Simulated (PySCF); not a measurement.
Ligand exchange on a metal centre used in film growth or etching (Zn CH3-H). Gas-phase values, no solvent. One relaxed conformer stands for each flexible species; it need not be the lowest.

The charge on the central atom (Mulliken) from two functionals at the same geometries (BP86-D3(BJ)/def2-SVP), both in PySCF: PBE-D3(BJ)/def2-TZVP and B3LYP-D3(BJ)/def2-TZVP. B3LYP has the VWN-RPA correlation part, as in Gaussian. 

```
species                                PBE-D3(BJ)/def2-TZVP (e)  B3LYP-D3(BJ)/def2-TZVP (e)
-------------------------------------  ------------------------  --------------------------
0 of 2 CH3 replaced by H ([Zn(CH3)2])                      0.31                        0.39
1 of 2 CH3 replaced by H                                   0.19                        0.27
2 of 2 CH3 replaced by H ([Zn(H)2])                        0.06                        0.14
```

Over these rows, drawn at random from the members with no instability flagged (it was tested for open shells, ions and some series alone), PBE minus B3LYP-D3(BJ): mean -0.08 e, from -0.08 e to -0.08 e.
